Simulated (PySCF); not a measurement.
CH₃BrSSe.

```xyz
7

Se     0.0772    -0.6582     0.7227
Br    -1.1970     1.2786     0.1336
S      1.7998    -0.6171    -0.5706
C      1.1964    -1.3441    -2.1299
H      0.8127    -2.3605    -1.9685
H      2.0649    -1.3751    -2.8059
H      0.4184    -0.7009    -2.5649
```
Charge 0, spin multiplicity 1.

Geometry optimised at r2SCAN-D4/def2-SVP. The structure was generated by enumeration, and PubChem lists no compound with its InChIKey, so it may never have been made. One conformer was computed; it need not be the lowest.

The numbers are results of PBE0/pcSseg-1 (PySCF), not measurements. Non-relativistic, no solvent.

Problem. Give the absolute GIAO shielding of each atom: isotropic value and principal components (ppm). (Estimate from the structure and the level; the computed values follow.)

Solution. 
| atom | σ(iso) | σ11 | σ22 | σ33 | span |
|---|---|---|---|---|---|
| Se1 | 298.1 | -431.4 | 84.0 | 1241.6 | 1673.0 |
| Br2 | 2090.2 | 864.2 | 2401.1 | 3005.3 | 2141.0 |
| S3 | 358.2 | 178.3 | 334.3 | 561.9 | 383.6 |
| C4 | 154.9 | 129.0 | 151.2 | 184.4 | 55.4 |
| H5 | 28.7 | 24.4 | 26.5 | 35.1 | 10.8 |
| H6 | 28.9 | 23.8 | 25.6 | 37.5 | 13.7 |
| H7 | 28.5 | 23.2 | 28.4 | 33.8 | 10.6 |
